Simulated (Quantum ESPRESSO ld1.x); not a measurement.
Results of a calculation; reference values are marked as such.
Question: Gd57+, 7 electrons, occupied as [He] 2s2 2p3. Level of theory: scalar-relativistic Kohn-Sham, LDA (Slater exchange, Perdew-Wang correlation), spin-polarised, spherical densities, point nucleus; open shells are filled with parallel spins first (ld1.x of Quantum ESPRESSO 7.5). Some entries of the table are withheld. Estimate them.

orbital,occ.,eigenvalue (hartree),<1/r> (bohr^-1),<r^2> (bohr^2)
1s up,1,-2039.67,71.71,0.0006525
1s down,1,-2037.76,71.76,0.0006514
2s up,1,(1),17.26,0.009561
2s down,1,(2),17.20,0.009610
2p up,3,-451.129,(3),0.007536
2p down,0,-447.727,(4),0.007590
3s up,0,(5),7.273,0.05084
3s down,0,(6),7.246,0.05116
3p up,0,-194.062,6.921,0.04779
3p down,0,-193.189,6.897,0.04817

Answer: 
(1) 2s up eigenvalue (hartree): -480.277
(2) 2s down eigenvalue (hartree): -477.414
(3) 2p up <1/r> (bohr^-1): 16.09
(4) 2p down <1/r> (bohr^-1): 16.05
(5) 3s up eigenvalue (hartree): -202.774
(6) 3s down eigenvalue (hartree): -202.006
